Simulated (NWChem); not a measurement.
CHF, singlet; SMILES [CH]F

```xyz
3

C      0.1525     0.7122     0.0000
F     -0.0043    -0.5790     0.0000
H     -0.9110     1.0833     0.0000
```
Atoms are numbered in this order, from 1.

Low-valent species are run as closed-shell singlets; no triplet was tried in these runs. Geometry: optimised at PBE0-D3(BJ)/def2-TZVP.

 Unshifted, non-relativistic core excitations; the lowest 4 roots alone, so stronger bands may lie above.

Problem. List the first C K-edge excitations from B3LYP/6-311G** (spherical d), restricted-window TDA (NWChem).

Solution. 
```json
[
 {"state": "S1", "energy (eV)": "274.0", "dipole oscillator strength": "0.0804", "leading excitation (squared amplitude)": "1s of atom 1 or its equivalents → LUMO (0.99)"},
 {"state": "S2", "energy (eV)": "280.1", "dipole oscillator strength": "0.0300", "leading excitation (squared amplitude)": "1s of atom 1 or its equivalents → LUMO+1 (0.96)"},
 {"state": "S3", "energy (eV)": "281.6", "dipole oscillator strength": "0.0289", "leading excitation (squared amplitude)": "1s of atom 1 or its equivalents → LUMO+2 (0.96)"},
 {"state": "S4", "energy (eV)": "287.4", "dipole oscillator strength": "0.0113", "leading excitation (squared amplitude)": "1s of atom 1 or its equivalents → LUMO+3 (0.98)"}
]
```
